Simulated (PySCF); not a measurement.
Bond length, frequency and bond energy of BeSi by level of theory

State: ³Σ⁻ (triplet), unpaired electrons π ↑↑. Set-up: PySCF, no relativity, basis sets Be def2-TZVP, Si def2-TZVP. De refers to Be + Si in their high-spin ground configurations, without counterpoise correction. The functionals are run spin-unrestricted. A positive dipole means Be(−)Si(+). Levels whose curve was spin-contaminated or gave no clean fit are not listed.

```
       Level  Re (Å)  ωe (cm⁻¹)  De (eV)  μ (D)
        ROHF   2.153        456    0.474  -3.08
    ROHF-MP2   2.128        621     1.29    n/a
ROHF-SCS-MP2   2.142        582     1.08    n/a
   ROHF-CCSD   2.162        519     0.97    n/a
ROHF-CCSD(T)   2.152        552     1.17    n/a
         PBE   2.121        584     1.83  -1.77
```

(1) What does the triples do here, going from ROHF-CCSD to ROHF-CCSD(T)?

(2) What does all correlation do here, going from ROHF to ROHF-CCSD(T)?

Correlated steps freeze 5 core orbitals. UHF is strongly spin-contaminated for BeSi, so the ROHF reference used there is far from stable. The state is the lowest determinant that a PBE0 search found; another state may lie lower at other levels.

The whole job (state search and all levels along the bond) took about 1.6 min on 1 thread of AMD EPYC 9R14 (shared host), peak memory 0.88 GiB.

Answers

(1) ROHF-CCSD(T) less ROHF-CCSD: -1.0 pm in Re, +6.4 % in ωe, +0.20 eV in De. Correlation nearly always deepens the well. The bond shortens, as in weak, metallic or heavy-atom bonds, where dispersion and the correlation of outer-core electrons pull the atoms together.

(2) ROHF-CCSD(T) less ROHF: -0.1 pm in Re, +21.1 % in ωe, +0.70 eV in De. Correlation nearly always deepens the well. The bond length hardly moves.
